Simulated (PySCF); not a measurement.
```xyz
3
charge 2 multiplicity 1, angstrom
Se    0.0000    0.0000    0.0000
O     0.0000    0.0000    1.5570
O     0.0000    0.0000   -1.5570
```

Computed with PBE0/[Se def2-TZVP, O def2-TZVP], no relativity, density fitting, PySCF.

This geometry of SeO₂²⁺ is a stationary point at this level.

Q: What is the point group?

A: D∞h.

Q: Is it a minimum?

A: Yes: all harmonic wavenumbers are real.

Q: What are the dipole moment and the gap between the highest occupied and lowest empty levels?

A: 0.00 D about the centre of mass and 5.45 eV.

Q: Give the atomic charges and bond orders.

A: 
```csv
atom,Mulliken,Löwdin,polar tensor,Mayer order to Se1
Se1,1.61,1.58,1.46,–
"O2,3",0.20,0.21,0.27,2.15
```
Other Mayer orders above 0.3: O–O 0.40.

Q: Give the ideal-gas entropy at 298.15 K and 1 bar by parts.

A: translation 167.7, rotation 59.6, vibration 24.4, spin 0.0; total 251.6 J/(mol K).

Other isomers or separated fragments may lie lower.
